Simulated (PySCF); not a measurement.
## Which method gave which barrier?

Saddle point of GeH₄O, closed shell (GeH₄O ([OH2][GeH2]) → GeH₂O ([OH][GeH]) + H₂; bonds formed: H2–H4; dative contacts that become bonds: Ge1–O3; bonds broken: Ge1–H4, H2–O3), PBE0-D4/def2-TZVP structure:

```xyz
6
angstrom
Ge -0.0956 0.4616 1.0612
H 0.3443 0.2015 -0.7127
O 0.0464 -1.0299 -0.2674
H 0.4307 1.1565 -0.5486
H -1.5844 0.7330 0.5818
H 0.8585 -1.5226 -0.1144
```

Program: PySCF 2.14 with density fitting (its default auxiliary sets; JK sets also for MP2 and CCSD(T)). Basis: def2-TZVPP, with def2-QZVPP for the basis limit. Cores are frozen in the correlated methods. Filled d shells of the heavier atoms are correlated. The def2 sets are not built for correlating such inner shells, so the correlated values are less sure here. Extrapolation: Hartree–Fock as exp(−7.88 √X), correlation as X^−2.97. Four methods, as single points on the PBE0-D4 structures, gave these electronic barriers from the start structure: 61.0, 83.6, 103.0, 152.6 kJ/mol.

The methods were, in alphabetical order, CCSD(T), HF, r2SCAN-D4, SPW92. Which gave which? (A judgement: the text doesn't fix the answer.)

Computed: SPW92 61.0; r2SCAN-D4 83.6; CCSD(T) 103.0; HF 152.6 kJ/mol. For comparison, CCSD(T) at an estimated basis limit (MP2 extrapolated from triple and quadruple zeta, plus CCSD(T) − MP2 in triple zeta) gives 98.6 kJ/mol.

The T1 diagnostic stays at or below 0.016.

Labels in which every atom is bracketed show which atoms are joined, not bond orders.

For scale, one of the runs: CCSD(T)/def2-TZVPP, 135 basis functions, launched by `OMP_NUM_THREADS=4 python run.py`. Hardware: 4 CPU threads of a Oxide Virtual Turin-like, shared host. Wall time 70 s; peak host memory 0.87 GiB.
